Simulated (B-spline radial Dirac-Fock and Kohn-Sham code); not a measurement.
## Auger decay of the M3 hole in Tc⁷⁺

System: the Tc⁷⁺ ion in the configuration [Ar] 3d10 4s2 4p6, inside a Watson sphere of charge -7 and radius 1.6 Å (a model of the Madelung potential; inside it an electron's potential energy is raised by 63.0 eV).

Model: a relativistic independent-particle model: LDA orbitals of the hole state, radiative multipoles to third order, Auger rates from the Coulomb interaction with a continuum orbital, Dirac-Fock energies. Program: a radial atomic solver. Kinetic energies are configuration averages from the vacuum level; the two-hole energies are estimated from single-hole states.

```
transition  kinetic energy (eV)  width (meV)  share (%)
   M3-M4N1                22.20          115        3.3
   M3-M5N1                25.90          571       16.5
   M3-M4N2                57.68         88.3        2.6
   M3-M5N2                61.14          575       16.6
   M3-M4N3                61.31          609       17.6
   M3-M5N3                65.12         1310       37.9
   M3-N1N3                260.5         48.7        1.4
   M3-N2N3                293.8         53.1        1.5
   M3-N3N3                297.0         81.1        2.3
```

Coster-Kronig rates are the weakest part of this model and often come out 1.5 to 2.5 times too large. The listed channels hold 100 % of the non-radiative rate. Summed by principal shells, of 3.46 eV in all: MMN 94.5 %, MNN 5.5 %.

Values without a named source are computed, but for edge energies of neutral atoms, which are taken from tables.
